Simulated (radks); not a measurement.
The numbers below are computed, except where a source is named.
Excited configurations of neutral gold: one electron is placed in a higher orbital outside [Xe] 4f14 5d10. The ground configuration is [Xe] 4f14 5d10 6s1. Code: a radial shooting solver on a logarithmic mesh with Libxc functionals. Model: Dirac Kohn-Sham, PBE, spin-unpolarised, spherical densities, finite nucleus; open shells fill j = l - 1/2 first; Fermi nuclear charge, rms radius 5.4371 fm. Excitation = E - E(ground); binding = E(ion) - E, where the ion is the core of charge +1; n* = 1/sqrt(2 binding) in atomic units, and the quantum defect is n - n*.

outer orbital	excitation (eV)	binding (eV)	n*	eigenvalue (eV)
5f5/2	8.510	0.910	3.868	-0.435
6p1/2	4.779	4.641	1.712	-2.040
6d3/2	7.845	1.575	2.939	-0.719
6f5/2	8.793	0.627	4.658	-0.366
7s1/2	6.798	2.622	2.278	-1.534
7p1/2	7.547	1.873	2.695	-1.061
7d3/2	8.435	0.985	3.717	-0.555
7f5/2	8.967	0.453	5.482	-0.286

The Delta-SCF ionisation energy is 9.420 eV (NIST Atomic Spectra Database: 9.226 eV, measured). Self-interaction in the functional shifts the binding energies and quantum defects, so they are the method's values and not measured ones. Spin polarisation and multiplet splitting are left out, so open shells lie too high by an amount that depends on their filling.

Beside tabulated values, note that spin-unpolarised runs miss the spin-polarisation part of the exchange energy of open shells.
